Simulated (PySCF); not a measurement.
**Polarisability and C₆ of Br(3+) (bromine, charge +3)**

[Ar] 3d10 4s2 4p2, high-spin 3P determinant. All numbers are calculated (PySCF 2.14, scalar relativity through the core potential, in aug-cc-pVQZ-PP with one added diffuse shell each of s, p, d, f, g type with ECP10MDF (8s7p6d4f3g, 114 functions)). Coupled (time-dependent) response in atomic units; α is the mean over directions.

```json
{"method": "B97-3", "mean α (bohr³)": "6.008", "α xx, yy, zz": "6.222, 5.901, 5.901", "C₆ (like pair)": "22.30", "S(−4)": "9.871"}
```

S(−4) is the Cauchy moment in α(ω) = α(0) + S(−4) ω² + …

Spin-orbit coupling is absent.

α(iu) at B97-3:

```csv
u (hartree),α(iu) (bohr³)
0,6.008
0.0500,5.983
0.100,5.911
0.200,5.640
0.300,5.245
0.500,4.303
0.750,3.218
1.00,2.407
1.50,1.444
2.00,0.9596
3.00,0.5252
5.00,0.2414
```

A single London oscillator, α(iu) = α/(1 + u²/ω²), gives C₆ = (3/4) ω α². Matching the computed C₆ needs ω = 4 × 22.30 / (3 × 6.008²) = 0.824 hartree.

For an ion, C₆ is the dispersion term alone; charge-induced terms of lower order in 1/R come first.

The components differ because the open shell of this determinant is not spherical; for a pure term their mean is the scalar polarisability.

Energies and moments cover only the electrons outside the core potential.
